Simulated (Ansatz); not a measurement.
Computed with Ansatz on PBE0-D4/def2-TZVP structures; ΔE is electronic, products minus reactants. CBS: MP2 limit from def2 TZ/QZ plus the TZ coupled-cluster correction, frozen cores. This one scheme is used for every species. DFT in def2-TZVPP. For Ga outer-core shells are correlated without core-valence functions, which leaves a few kJ/mol of doubt a bond. Scalar relativity is left out up to krypton. One conformer a species, not always the lowest.

Reaction (formal exchange of groups at a Ga–N bond): `[NH2][GaH][NH2]` + SiH₄ → `[NH2][GaH][SiH3]` + NH₃

`[NH2][GaH][NH2]`:

Z-matrix (Å, degrees):
```
N
Ga 1 1.816
H 1 1.005 2 123.2
H 1 1.005 2 124.7 3 -174.1
N 2 1.816 1 117.1 3 176.9
H 2 1.553 1 121.4 3 -3.2
H 5 1.005 2 123.2 1 177.3
H 5 1.005 2 124.7 1 2.0
```

SiH₄:

Cartesian coordinates in Å:
```
Si 0.000 0.000 0.000
H 1.108 0.361 0.920
H -0.414 1.199 -0.771
H -1.153 -0.504 0.788
H 0.459 -1.057 -0.936
```

`[NH2][GaH][SiH3]`:

Z-matrix (Å, degrees):
```
Si
Ga 1 2.403
H 1 1.490 2 111.0
H 1 1.490 2 111.8 3 -120.4
H 1 1.490 2 111.0 3 119.2
N 2 1.817 1 117.0 3 120.3
H 2 1.567 1 127.6 3 -59.7
H 6 1.006 2 124.0 1 -0.0
H 6 1.006 2 124.1 1 -180.0
```

NH₃:

Z-matrix (Å, degrees):
```
N
H 1 1.013
H 1 1.013 2 107.1
H 1 1.013 2 107.1 3 -114.5
```

CCSD(T)/CBS gives +0.20 eV.

(1) Another level gave +0.18 eV. Which?
A. MP2/def2-TZVPP
B. ωB97M-V/def2-TZVPP
C. PBE0-D4/def2-TZVPP
D. r2SCAN/def2-TZVPP

(2) What do rigid-rotor, harmonic-oscillator terms from PBE0-D4/def2-TZVP frequencies (298.15 K, 1 bar) make of the CCSD(T)/CBS value? (Best estimate.)

Largest T1 diagnostic among the species: 0.015.

Results:

(1) B. ωB97M-V 0.18, MP2/def2-TZVPP 0.27, PBE0-D4 0.05, r2SCAN 0.12 eV.

(2) Ansatz gave: ΔZPE = +0.09 eV, ΔH = +0.29 eV, ΔS = 4 J/(mol·K), ΔG = +0.28 eV.

Leaving LDA and LC-ωPBE aside and taking each functional with its dispersion term where it has one, the values, not all of them listed here, spread over 0.24 eV, from PBE-D4 to CAM-B3LYP-D4. LDA lies +0.07 eV from PBE without D4. From PBE to PBE0 (25 % exact exchange), in def2-TZVPP and without D4, ΔE moves by +0.06 eV. At CCSD(T), def2-SVP lies +0.05 eV from the extrapolated value and def2-TZVPP +0.00 eV.
